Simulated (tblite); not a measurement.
Species: GeH₇NOSi.
Geometry (GFN2-xTB, Å), atoms numbered from 1 in this order:
```
atom  x, y, z in Å
N1    -1.712    0.324   -0.696
Si2   -0.996   -0.642    0.538
O3     0.589   -0.276    0.618
Ge4    1.946    0.264   -0.299
H5    -1.422    1.286   -0.783
H6    -2.704    0.249   -0.850
H7    -1.418   -0.394    1.919
H8    -1.164   -2.026    0.100
H9     1.880   -0.322   -1.677
H10    3.124   -0.223    0.485
H11    1.883    1.765   -0.343
```

Level: GFN2-xTB in tblite, geometry and Hessian alike; calculated harmonic values, unscaled, isolated species. Against measured fundamentals such values can be off by several per cent, at times by over 20. Modes of hydrogen on germanium and silicon can be 10 to 20 % off. One conformer, not necessarily the lowest.

Harmonic wavenumbers (cm⁻¹): 29.3, 50.8, 80.4, 214.7, 268.4, 419.6, 523.6, 550.4, 575.8, 594.6, 611.8, 727.8, 760.9, 787.6, 799.3, 812.1, 839.8, 886.5, 953.8, 1519.0, 1931.0, 2005.6, 2039.5, 2210.1, 2251.4, 3462.7, 3513.1.

A = 9658, B = 1537, C = 1379 MHz; mass 138.951 u (most abundant isotopes); point group C1, symmetry number 1.

Question: Zero-point energy?

Answer: Half the sum of the wavenumbers: 14710 cm⁻¹ = 175.97 kJ/mol.

Question: Give the ideal-gas entropy at 298.15 K and 1 bar in the rigid-rotor, harmonic-oscillator model (classical rotation).

Answer: Translation 170.39, rotation 113.61, vibration 96.93: S = 380.9 J/(mol K).

Question: And Cp and H(298.15 K) − H(0)?

Answer: Cp = 123.11 J/(mol K), of which vibrations give 89.85 (their classical limit is 27 R = 224.5); H(298.15 K) − H(0) = 23.74 kJ/mol without the zero-point energy, 13.82 from vibrations.

Question: What must be added to the electronic energy to get the Gibbs energy at 298.15 K and 1 bar?

Answer: ZPE + [H(298.15 K) − H(0)] − T·S = 175.97 + 23.74 − 113.58 = 86.13 kJ/mol.

Question: Which modes carry the vibrational entropy at 298.15 K?

Answer: 29.3 cm⁻¹: 24.59; 50.8 cm⁻¹: 20.02; 80.4 cm⁻¹: 16.24; 214.7 cm⁻¹: 8.38; 268.4 cm⁻¹: 6.72; 419.6 cm⁻¹: 3.74 J/(mol K); the other 21 give 17.24 together.

Hindered rotation and anharmonicity are outside this model. Other conformers, if any are populated, would add a mixing term that is left out. The structure is chiral; the term R ln 2 for an equal mix with its mirror image is left out.
